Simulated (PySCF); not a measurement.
Compound: C7H11F.
SMILES: `F[C@]12CCC[C@H](C1)C2`

Computed, not measured: PBE0-D3(BJ)/def2-SVP geometry optimisation, gas phase (PySCF).

Take the most abundant isotopes and a rigid rotor. 

Q: Give the principal moments of inertia and the rotational constants in cm⁻¹.

A: Ia = 149.33, Ib = 243.24, Ic = 303.81 u·Å²; 505379 MHz·u·Å²/I gives 3384, 2078 and 1663 MHz, that is A = 0.11289, B = 0.06930, C = 0.05549 cm⁻¹.

Q: What kind of rotor is it?

A: An asymmetric top; Ray's κ = -0.519.

Q: What does the inertial defect say?

A: Not planar: Δ = Ic − Ia − Ib = -88.76 u·Å². For a rigid frame Δ = −2 Σ m c², so Σ m c² = 44.38 u·Å² lies off the ab plane: 16.38 from hydrogen and 28.00 from heavier atoms. The atom farthest from that plane is 2.03 Å away.

Q: Give the coordinates in the principal-axis frame, origin at the centre of mass.

A: The sense of each axis is arbitrary; atoms in the order of the calculation.
| atom | mass (u) | a (Å) | b (Å) | c (Å) |
| --- | --- | --- | --- | --- |
| F1 | 18.998 | -2.166 | 0.267 | -0.023 |
| C2 | 12.000 | -0.812 | 0.065 | 0.009 |
| C3 | 12.000 | -0.086 | 1.390 | 0.202 |
| C4 | 12.000 | 1.402 | 1.239 | -0.144 |
| C5 | 12.000 | 1.938 | -0.172 | 0.142 |
| C6 | 12.000 | 0.834 | -1.214 | -0.049 |
| C7 | 12.000 | -0.187 | -0.762 | -1.124 |
| C8 | 12.000 | -0.283 | -0.980 | 0.993 |
| H9 | 1.008 | -0.237 | 1.720 | 1.243 |
| H10 | 1.008 | -0.558 | 2.145 | -0.445 |
| H11 | 1.008 | 2.003 | 2.003 | 0.372 |
| H12 | 1.008 | 1.525 | 1.442 | -1.219 |
| H13 | 1.008 | 2.792 | -0.383 | -0.522 |
| H14 | 1.008 | 2.322 | -0.251 | 1.174 |
| H15 | 1.008 | 1.236 | -2.234 | -0.131 |
| H16 | 1.008 | -0.861 | -1.584 | -1.402 |
| H17 | 1.008 | 0.166 | -0.249 | -2.031 |
| H18 | 1.008 | -0.971 | -1.835 | 1.055 |
| H19 | 1.008 | 0.000 | -0.647 | 2.004 |

Q: List the rotational levels J(Ka,Kc) to J = 3 (cm⁻¹).

A: Above 0(0,0):
J = 1: 1(0,1) 0.1248, 1(1,1) 0.1684, 1(1,0) 0.1822
J = 2: 2(0,2) 0.3716, 2(1,2) 0.4041, 2(1,1) 0.4456, 2(2,1) 0.5763, 2(2,0) 0.5791
J = 3: 3(0,3) 0.7354, 3(1,3) 0.7562, 3(1,2) 0.8387, 3(2,2) 0.9507, 3(2,1) 0.9640, 3(3,1) 1.2048, 3(3,0) 1.2051

Q: Predict some low-J microwave lines.

A: The dipole components are |μa| = 1.82 D, |μb| = 0.21 D, |μc| = 0.02 D. The squared components, which scale the intensities, stand as 1.00 : 0.01 : 0.00 (a : b : c). Some lines, for components of 0.1 D or more:

```
type  branch         J(Ka,Kc)    MHz  lower level (cm⁻¹)
   a       Q  2(1,1) ← 2(1,2)   1243               0.404
   b       Q  1(1,0) ← 1(0,1)   1721               0.125
   a       Q  3(1,2) ← 3(1,3)   2474               0.756
   b       Q  3(1,2) ← 3(0,3)   3096               0.735
   b       R  1(1,1) ← 0(0,0)   5048               0.000
   b       Q  2(2,1) ← 2(1,2)   5162               0.404
   b       Q  3(2,2) ← 3(1,3)   5832               0.756
   b       R  2(0,2) ← 1(1,1)   6092               0.168
   a       R  2(1,2) ← 1(1,1)   7068               0.168
   b       Q  3(3,0) ← 3(2,1)   7229               0.964
   a       R  2(0,2) ← 1(0,1)   7398               0.125
   b       Q  3(3,1) ← 3(2,2)   7617               0.951
   a       R  2(1,1) ← 1(1,0)   7896               0.182
   b       R  2(1,2) ← 1(0,1)   8375               0.125
   b       R  3(0,3) ← 2(1,2)   9932               0.404
   a       R  3(1,3) ← 2(1,2)  10554               0.404
   a       R  3(0,3) ← 2(0,2)  10908               0.372
   a       R  3(2,2) ← 2(2,1)  11223               0.576
   b       R  3(1,3) ← 2(0,2)  11530               0.372
   a       R  3(1,2) ← 2(1,1)  11786               0.446
   b       R  2(2,1) ← 1(1,0)  11816               0.182
   b       R  2(2,0) ← 1(1,1)  12314               0.168
   b       R  3(2,2) ← 2(1,1)  15143               0.446
   b       R  3(3,1) ← 2(2,0)  18756               0.579
   b       R  3(3,0) ← 2(2,1)  18851               0.576
```

Q: Estimate the classical rotational partition function at 50 K, 298.15 K and 500 K.

A: Point group C1, symmetry number σ = 1; q = (√π/σ)·√((kT/h)³/(ABC)), k/h = 20836.6 MHz/K: 17400 at 50 K, 254000 at 298.15 K, 551000 at 500 K.

Stationary, but not proved a minimum. These are rigid-rotor constants of the computed structure; measured ground-state constants (B0) also hold zero-point vibration.
